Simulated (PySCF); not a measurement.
**Two-component Hartree-Fock for Tm (thulium, neutral)**

Start: [Xe] 4f13 6s2; 4f5/2 filled at m_j = -3/2, -1/2, +1/2, +3/2, +5/2; 4f7/2 filled at m_j = -7/2, -5/2, -3/2, -1/2, +1/2, +3/2, +5/2, +7/2. Calculated with PySCF 2.14 in x2c-SVPall-2c (7s10p9d3f1g, 112 functions): generalised Hartree-Fock with the X2C-1e Hamiltonian and a Gaussian nucleus; one run each with spin-orbit coupling (SO) screened by Boettger's factors, then bare. This is a chosen level, not necessarily the ground level.

| spinor shell | electrons | ε, screened SO (eV) | ε, bare SO (eV) | weight of nominal j (bare SO) | rms radius, bare SO (bohr) |
| --- | --- | --- | --- | --- | --- |
| 1s1/2 | 2 | -59674.9 | -59674.0 | 1.000 | 0.0227 |
| 2s1/2 | 2 | -10196.1 | -10195.8 | 1.000 | 0.0918 |
| 2p1/2 | 2 | -9700.3 | -9724.5 | 1.000 | 0.0781 |
| 2p3/2 | 4 | -8714.3 | -8705.9 | 1.000 | 0.0853 |
| 3s1/2 | 2 | -2346.1 | -2346.1 | 1.000 | 0.235 |
| 3p1/2 | 2 | -2127.5 | -2132.7 | 1.000 | 0.226 |
| 3p3/2 | 4 | -1915.5 | -1913.7 | 1.000 | 0.241 |
| 3d3/2 | 4 | -1546.3 | -1551.1 | 1.000 | 0.214 |
| 3d5/2 | 6 | -1501.0 | -1498.0 | 1.000 | 0.218 |
| 4s1/2 | 2 | -488.94 | -488.97 | 1.000 | 0.530 |
| 4p1/2 | 2 | -398.96 | -400.22 | 1.000 | 0.542 |
| 4p3/2 | 4 | -351.44 | -351.06 | 1.000 | 0.575 |
| 4d3/2 | 4 | -202.32 | -203.36 | 0.996 | 0.611 |
| 4d5/2 | 6 | -195.00 | -194.41 | 0.997 | 0.625 |
| 5s1/2 | 2 | -64.548 | -64.560 | 1.000 | 1.33 |
| 5p1/2 | 2 | -37.470 | -37.613 | 0.996 | 1.51 |
| 4f5/2 | 5 | -13.934 | -14.510 | 0.975 | 0.867 |
| 4f7/2 | 8 | -12.897 | -12.530 | 0.984 | 0.892 |
| 6s1/2 | 2 | -5.256 | -5.257 | 1.000 | 4.61 |

**Question.** Where does 5p3/2 lie, and what is the 5p spin-orbit splitting (bare SO)?

**Answer.** At -31.520 eV, 6.092 eV above 5p1/2.

```json
{"quantity": "E (hartree)", "screened SO": "-13568.65028", "bare SO": "-13569.45791"}
{"quantity": "M_J", "screened SO": "5/2", "bare SO": "5/2"}
{"quantity": "⟨J²⟩", "screened SO": "8.787", "bare SO": "8.768"}
{"quantity": "⟨L²⟩", "screened SO": "12.106", "bare SO": "12.117"}
{"quantity": "⟨S²⟩", "screened SO": "0.849", "bare SO": "0.860"}
```

Each row is a mean over spinors that exchange with the open shell spreads, by up to 8.757 eV (4d3/2).

Breit and QED terms are absent; they matter most for the inner s and p1/2 levels.

Densities and radii are taken from the X2C orbitals without a picture-change correction, which distorts them close to the nucleus.
